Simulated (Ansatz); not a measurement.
A nudged elastic band was laid between two geometries of CH$_{6}$OSSi$_{2}$ (11 atoms, charge 0, multiplicity 1).

Method: RKS PBE/def2-SVP (Ansatz 0.2.0).

* movable images: 5
* climbing image: yes
* spring: 5.0 eV/Å²
* optimiser: quadratic models (default)
* start path: IDPP
* force threshold: 0.03 eV/Å
* iteration limit: 60
* end points: relaxed

Image 0:

```xyz
11
Properties=species:S:1:pos:R:3
Si -1.926 1.060 1.108
S 0.056 1.469 0.305
Si 0.725 -0.522 -0.103
C 2.073 -0.796 -1.311
O 0.680 -1.114 -1.703
H -2.369 2.343 1.746
H -2.892 0.664 0.027
H -1.858 -0.036 2.135
H 0.325 -1.503 0.951
H 2.512 0.056 -1.867
H 2.740 -1.680 -1.268
```

Image 6:

```xyz
11
Properties=species:S:1:pos:R:3
Si -1.478 1.215 0.515
S 0.465 1.196 1.519
Si 1.206 -0.580 0.594
C 1.075 -0.957 -1.196
O 0.037 -1.485 -0.266
H -2.064 2.529 0.947
H -1.323 1.206 -0.978
H -2.355 0.093 0.977
H 2.140 -1.311 1.501
H 0.683 -0.212 -1.916
H 1.680 -1.751 -1.677
```

(1) Which bonds break or form, and what moves?

(2) Give the energies along the band, and the barrier.

(3) What is the geometry of the highest image?

Answers

(1) No bond is made or broken. The dihedral Si1–S2–Si3–C4 goes from 159 to 45°.

(2) The forces met the threshold. The highest image is number 3 of 0 to 6, 2.1 kJ/mol above the first end and 8.2 kJ/mol above the last; the last end lies 6.1 kJ/mol below the first. A vibrational analysis at the climbing image gives one clearly imaginary mode, 42i cm⁻¹: a first-order saddle point.

```json
{"image": "0", "path coordinate (Å)": "0.00", "energy (kJ/mol)": "0.0", "dihedral Si1–S2–Si3–C4 (°)": "159"}
{"image": "1", "path coordinate (Å)": "0.68", "energy (kJ/mol)": "0.4", "dihedral Si1–S2–Si3–C4 (°)": "144"}
{"image": "2", "path coordinate (Å)": "1.36", "energy (kJ/mol)": "1.5", "dihedral Si1–S2–Si3–C4 (°)": "128"}
{"image": "3", "path coordinate (Å)": "2.03", "energy (kJ/mol)": "2.1", "dihedral Si1–S2–Si3–C4 (°)": "111"}
{"image": "4", "path coordinate (Å)": "2.92", "energy (kJ/mol)": "0.4", "dihedral Si1–S2–Si3–C4 (°)": "89"}
{"image": "5", "path coordinate (Å)": "3.81", "energy (kJ/mol)": "-3.6", "dihedral Si1–S2–Si3–C4 (°)": "66"}
{"image": "6", "path coordinate (Å)": "4.70", "energy (kJ/mol)": "-6.1", "dihedral Si1–S2–Si3–C4 (°)": "45"}
```

(3) 
```xyz
11
Properties=species:S:1:pos:R:3:forces:R:3
Si -1.734 1.181 0.851 0.00 0.00 0.00
S 0.419 1.505 0.754 0.00 0.00 0.00
Si 0.973 -0.513 0.293 0.00 0.00 -0.01
C 1.654 -0.953 -1.352 0.01 0.00 0.01
O 0.235 -1.243 -1.068 -0.01 0.00 0.01
H -2.283 2.357 1.606 0.00 0.00 0.00
H -2.343 1.121 -0.519 0.00 0.00 0.00
H -2.032 -0.093 1.593 0.00 0.00 0.00
H 1.093 -1.394 1.492 0.00 0.00 0.00
H 1.811 -0.167 -2.118 0.00 0.00 0.00
H 2.273 -1.859 -1.512 0.00 0.00 0.00
```

The run took 4.1 min on 2 threads of Arm Neoverse N1, on a shared host, peak memory 0.15 GiB.
